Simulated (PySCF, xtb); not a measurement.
C2H5ClZn, SMILES [Zn]([CH2]C)[Cl].

GFN2-xTB (xtb) at its own geometry gives an orbital gap of 4.00 eV and a dipole moment of 4.03 D.

The structure is a stationary point at PBE-D3(BJ)/def2-SVP. The structure was generated by enumeration; whether it is a known compound was not checked. The values are those of a single conformer.

What does M06-2X/def2-TZVP run with PySCF give? (An estimate is asked for; the answer gives what the named calculation found.)

gap 8.94 eV (levels -8.92 and 0.01 eV), dipole 2.68 D.
